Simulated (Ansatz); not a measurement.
A nudged elastic band was laid between two geometries of AlFH5NO (9 atoms, charge 0, multiplicity 1).

Level of theory: RKS PBE0/6-31G* in Ansatz.

```yaml
movable_images: 5
climbing_image: yes
spring: 5.0 eV/Å²
optimiser: quadratic models (default)
start_path: through a guess of the saddle point
force_threshold: 0.05 eV/Å
iteration_limit: 60
end_points: relaxed
```

Initial state:

```xyz
9
Properties=species:S:1:pos:R:3
Al -0.054 0.021 0.186
H -0.379 -0.928 1.431
O 1.557 0.096 -0.459
H 1.951 -0.672 -0.881
F -1.321 0.241 -0.888
N 0.099 1.910 0.927
H 1.025 2.219 0.634
H -0.598 2.528 0.514
H 0.034 1.979 1.940
```

Final state:

```xyz
9
Properties=species:S:1:pos:R:3
Al 0.223 0.710 -0.377
H -0.415 -0.485 2.396
O 1.708 -0.100 -0.570
H 1.737 -0.967 -0.984
F -1.181 0.018 -0.915
N 0.188 2.304 0.375
H 1.012 2.793 0.692
H -0.639 2.871 0.487
H -0.318 0.248 2.297
```

Which bonds break or form, and what moves?

Bonds broken: Al1–H2, N6–H9. Bonds formed: H2–H9. AlFH5NO becomes AlFH3NO + H2.

What energy profile does the band end with?

It converged. The highest image is number 3 of 0 to 6, 36.3 kcal/mol above the first end and 15.8 kcal/mol above the last; the last end lies 20.5 kcal/mol above the first. A vibrational analysis at the climbing image gives one clearly imaginary mode, 1247i cm⁻¹: a first-order saddle point. The orbitals stay closed-shell, which can raise the energy where a bond breaks towards radicals; this wasn't checked here.

| image | path coordinate (Å) | energy (kcal/mol) | Al1–H2 (Å) | N6–H9 (Å) | H2–H9 (Å) |
| --- | --- | --- | --- | --- | --- |
| 0 | 0.00 | 0.0 | 1.60 | 1.02 | 2.98 |
| 1 | 0.60 | 2.0 | 1.60 | 1.02 | 2.40 |
| 2 | 1.20 | 11.6 | 1.64 | 1.04 | 1.71 |
| 3 | 1.81 | 36.3 | 1.82 | 1.43 | 1.00 |
| 4 | 2.36 | 25.1 | 2.17 | 2.01 | 0.77 |
| 5 | 2.92 | 20.9 | 2.56 | 2.53 | 0.75 |
| 6 | 3.47 | 20.5 | 3.09 | 2.86 | 0.75 |

What is the geometry of the highest image?


```xyz
9
Properties=species:S:1:pos:R:3
Al 0.111 0.382 -0.059
H -0.265 -0.095 1.656
O 1.683 -0.122 -0.495
H 1.819 -0.946 -0.970
F -1.235 0.010 -0.951
N 0.089 2.035 0.828
H 0.957 2.533 1.005
H -0.677 2.694 0.731
H -0.169 0.901 1.658
```

What are the harmonic wavenumbers there?

1247i, 164, 203, 245, 299, 324, 526, 637, 657, 675, 726, 838, 947, 959, 1480, 1584, 1770, 1840, 3561, 3668, 3915 cm⁻¹.

The band took 16 iterations and about 4 core-minutes.

The run took 3.7 min on 1 thread of Arm Neoverse V1, with other jobs on the host, peak memory 0.17 GiB.
